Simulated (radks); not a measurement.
Values are calculated unless marked as measured or tabulated.
Polarisability of the chromium ion Cr2+, [Ar] 3d4, at imaginary frequency. Code: a radial shooting solver on a logarithmic mesh with Libxc functionals. Model: non-relativistic Kohn-Sham, LDA (Slater exchange, Perdew-Wang correlation), spin-polarised, spherical densities, point nucleus; open shells are filled with parallel spins first. Response by self-consistent Sternheimer equations with the Hartree and adiabatic LDA kernel.

w (hartree),alpha1(iw) (bohr^3)
0.00266,4.488
0.0143,4.485
0.0360,4.471
0.0697,4.424
0.118,4.314
0.186,4.098
0.280,3.748
0.413,3.276
0.605,2.732
0.892,2.161
1.35,1.578
2.12,1.007
3.59,0.5186
6.94,0.1921
17.5,0.04162

Static values: alpha1 = 4.488 bohr^3 (0.6651 angstrom^3; uncoupled 5.486). C6 = 13.47, triple-dipole C9 = 39.58 atomic units. One-pole (London) frequency 4 C6 / (3 alpha1^2) = 0.892 hartree, against 0.900 for minus the highest occupied eigenvalue. The dipole shielding factor is 0.917, as the force sum rule N/Z = 0.917 demands.
